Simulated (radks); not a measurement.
N3+, 4 electrons, occupied as [He] 2s2. Method: non-relativistic Kohn-Sham, PBE, spin-polarised, spherical densities, point nucleus; computed with a radial shooting solver on a logarithmic mesh with Libxc functionals. Some entries of the table are withheld. Estimate them.

| orbital | occ. | eigenvalue (Ry) | <1/r> (bohr^-1) |
|---|---|---|---|
| 1s | 2 | (1) | (2) |
| 2s | 2 | (3) | (4) |
| 2p | 0 | (5) | 1.236 |

Answer. 
(1) 1s eigenvalue (Ry): -33.11727
(2) 1s <1/r> (bohr^-1): 6.645
(3) 2s eigenvalue (Ry): -5.00389
(4) 2s <1/r> (bohr^-1): 1.314
(5) 2p eigenvalue (Ry): -4.19513
